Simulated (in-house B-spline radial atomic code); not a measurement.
## Neutral nickel: [Ar] 3d8 4s1 4d1 (an excited or competing configuration)

Level of theory: non-relativistic PW91, spin-polarised, spherical fractional occupations, point nucleus; calculated with a B-spline radial code for spherical atoms.

Z_r = [3n² - l(l+1)]/(2<r>); Z_e = n√(-2ε); the last column is Slater's effective charge. Values are occupation-weighted means over spin.

```
shell  electrons    ε (eV)  <r> (bohr)    Z_r    Z_e  Slater
   1s          2   -8129.4     0.05483  27.36  24.44   27.70
   2s          2   -968.34      0.2483  24.16  16.87   23.85
   2p          6   -846.23      0.2166  23.08  15.77   23.85
   3s          2   -113.53      0.7502  17.99   8.67   16.75
   3p          6   -76.255       0.783  15.96   7.10   16.75
   3d          8   -15.005      0.9852  10.66   3.15    7.55
   4s          1   -10.413       2.557   9.38   3.50    4.40
   4d          1  -0.78957       9.383   2.24   0.96    1.00
```

The least bound orbital is 4d up at -0.7896 eV, and it is also the most diffuse (<r> = 9.383 bohr).
